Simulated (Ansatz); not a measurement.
Reaction (ligand exchange at a Ge–C bond): `NB(F)[CH2][GeH3]` + `CO[SiH](O)F` → `CO[SiH](F)[O][GeH3]` + `CB(N)F`

Computed with Ansatz on PBE0-D4/def2-TZVP structures; ΔE is electronic, products minus reactants. CCSD(T)/CBS adds triple-zeta CCSD(T) − MP2 to the extrapolated MP2 energy (def2 sets, frozen cores). For Ge outer-core shells are correlated without core-valence functions, which leaves a few kJ/mol of doubt a bond. Scalar relativity is left out up to krypton. One conformer a species, not always the lowest.

```
              species  MP2/def2-QZVPP energy (Eh)
   `NB(F)[CH2][GeH3]`                 -2297.47042
        `CO[SiH](O)F`                  -580.31814
`CO[SiH](F)[O][GeH3]`                 -2657.42648
             `CB(N)F`                  -220.37942
```

Q: Work out ΔE.

A: ΔE = (-2657.42648) + (-220.37942) − (-2297.47042) − (-580.31814) = -0.01734 Eh = -45.5 kJ/mol. CCSD(T)/CBS gives -45.3 kJ/mol.

Largest T1 diagnostic among the species: 0.012.

In def2-TZVPP, CCSD(T) changes the Hartree–Fock value by +20.3 kJ/mol (the triples alone add +1.9 kJ/mol) and MP2 by +22.0 kJ/mol.
